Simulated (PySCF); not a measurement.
**How methods differ on the excitation energy of W⁺**

W⁺ [Xe] 4f14 5d4 6s1 (6D) → W⁺ [Xe] 4f14 5d3 6s2 (4F), as a difference of total energies. All numbers are calculated (PySCF 2.14, the spin-free X2C one-electron Hamiltonian (Gaussian nucleus), in ANO-RCC-VTZP). Correlated levels: valence: [Xe] 4f14 frozen. The calculations carry no spin-orbit coupling.

```json
{"method": "UHF", "excitation energy (eV)": "2.474"}
{"method": "LDA", "excitation energy (eV)": "1.676"}
{"method": "PBE", "excitation energy (eV)": "1.818"}
{"method": "PBE0", "excitation energy (eV)": "1.983"}
{"method": "r2SCAN", "excitation energy (eV)": "2.193"}
{"method": "MP2 (valence)", "excitation energy (eV)": "1.927"}
{"method": "SCS-MP2 (valence)", "excitation energy (eV)": "1.352"}
```

Q: How much does correlation contribute at MP2 (valence)?

A: 1.927 − (2.474) = -0.547 eV, measured against UHF.

A first-order spin-orbit estimate (lowest level to lowest level, LS coupling) adds -0.243 eV.
